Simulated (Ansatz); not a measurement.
Basis-set extrapolation for C$_{2}$H$_{7}$OSi, SMILES `CC[SiH]O` radical (PBE0-D4/def2-TZVP geometry, frozen core, the Gaussian-basis code of Ansatz). Multiplicity 2, UHF reference.

```csv
,def2-TZVPP,def2-QZVPP
HF,-443.695146,-443.712133
MP2 correlation,-0.698841,-0.749007
CCSD(T) correlation,-0.766758,not run
```

Energies in hartree. Use E(X) = E(∞) + A·exp(−7.88·√X) for Hartree–Fock and E(X) = E(∞) + B·X^(−2.97) for correlation, with X = 3 and 4, and add CCSD(T) minus MP2 of the smaller set to the MP2 limit.

Task: What is the CCSD(T) energy at the basis-set limit?

Result: HF limit: -443.712133 + (-0.016987) × 0.13774 = -443.71447. MP2 limit: -0.749007 + (-0.050166) × 0.74074 = -0.78617. Higher-order term: -0.766758 − (-0.698841) = -0.06792. Total: -444.56856 hartree, 2.90 eV below CCSD(T)/def2-TZVPP.
